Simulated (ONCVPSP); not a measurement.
How hard is this silicon (Si) ONCV potential?

- Element: silicon
- Generator: ONCVPSP 4.0.1
- Type: optimised norm-conserving Vanderbilt (ONCV)
- Functional: LDA (Perdew-Wang 92)
- Relativity: scalar-relativistic
- Frozen core: [Ne]
- Valence charge: 4
- Reference configuration: 3s2 3p2
- Partial waves: 3s: rc 1.40 bohr, ncon 3, nbas 6, qcut 4.2 1/bohr, 1 projector; 3p: rc 2.30 bohr, ncon 3, nbas 7, qcut 3.3 1/bohr, 1 projector; d scattering state at 0.2 Ha: rc 1.85 bohr, ncon 4, nbas 7, qcut 4.6 1/bohr, 2 projectors, debl 2.3 Ha
- Local potential: polynomial inside 1.15 bohr (lpopt 5, dvloc0 0 Ha)
- Core correction: Teter function fitted to the true core (icmod 2), fcfact 0.6

Problem. For each optimised wave give the share of its norm inside rc, the residual kinetic energy above qcut (Ha) and the cutoffs (Ha) for errors of 10, 1, 0.1 and 0.01 mHa per electron.

Solution.

| wave | norm inside rc | residual KE | 10 mHa | 1 mHa | 0.1 mHa | 0.01 mHa |
| --- | --- | --- | --- | --- | --- | --- |
| 3s | 0.172 | 3.8e-04 | 5.1 | 7.7 | 21.0 | 70.1 |
| 3p | 0.402 | 7.8e-06 | 2.1 | 3.3 | 4.2 | 5.8 |
| d projector 1 | 0.124 | 1.1e-03 | 6.1 | 10.8 | 39.6 | 49.9 |
| d projector 2 | 0.164 | 4.4e-02 | 13.9 | 29.9 | 57.2 | 66.3 |

The occupied waves need 7.7 Ha and 21 Ha for 1 and 0.1 mHa. The cutoffs count occupied waves only; projector 2 of the d channel, the hardest unoccupied one, needs 30 Ha at the loose tolerance.
